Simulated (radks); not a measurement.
Values are calculated unless marked as measured or tabulated.
Trend from Be2+ to Ne2+: ionisation energy by Delta-SCF between NIST ground configurations, and size. Code: a radial shooting solver on a logarithmic mesh with Libxc functionals. Model: Dirac Kohn-Sham, PBEsol, spin-unpolarised, spherical densities, finite nucleus; open shells fill j = l - 1/2 first; Fermi nuclear charge, rms radius of each element as measured or else 0.836 A^(1/3) + 0.57 fm.

species  configuration  configuration of the ion  IE (eV)  NIST (eV)       kind  r at 0.001 e/bohr^3 (bohr)
Be2+              [He]                       1s1   157.74     153.90     theory                        1.48
B2+           [He] 2s1                      [He]   37.155     37.931       exp.                        2.88
C2+           [He] 2s2                  [He] 2s1   47.964     47.888       exp.                        2.79
N2+       [He] 2s2 2p1                  [He] 2s2   46.904     47.445  semi-emp.                        2.69
O2+       [He] 2s2 2p2              [He] 2s2 2p1   53.735     54.936  semi-emp.                        2.58
F2+       [He] 2s2 2p3              [He] 2s2 2p2   60.441     62.708  semi-emp.                        2.47
Ne2+      [He] 2s2 2p4              [He] 2s2 2p3   67.222     63.423       exp.                        2.38

Reference values: NIST Atomic Spectra Database (exp. = measured, semi-emp. = semi-empirical, theory = theoretical value adopted there). Spin polarisation and multiplet splitting are left out, so open shells lie too high by an amount that depends on their filling.

Beside tabulated values, note that spin-unpolarised runs miss the spin-polarisation part of the exchange energy of open shells.
